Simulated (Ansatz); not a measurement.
From F to I: the dipole moment

One atom is swapped for its congeners: C2F4 (tetrafluoroethylene) `FC(F)=C(F)F`; C2ClF3 (chlorotrifluoroethylene) `FC(F)=C(F)Cl`; C2F3I (trifluoroiodoethylene) `FC(F)=C(F)I`. The Br member is missing. All are singlets with charge 0.

Shapes, held fixed at every level: PBE0-D4/def2-TZVP. Programs: Ansatz 0.2.0. Values in D.

```csv
level,C2F4,C2ClF3,C2F3I
PBE-D4/def2-TZVPP,0.00,0.36,0.70
r2SCAN-D4/def2-TZVPP,0.00,0.37,0.71
B3LYP-D4/def2-TZVPP,0.00,0.46,0.90
wB97M-V/def2-TZVPP,0.00,0.44,0.87
```

At wB97M-V/def2-TZVPP the dipole moment rises at every step, from 0.00 to 0.87 D. Every level shows the same order. For atoms past krypton def2 sets carry core potentials with scalar relativity. Magnitudes only: a dipole under 1 D may point either way.
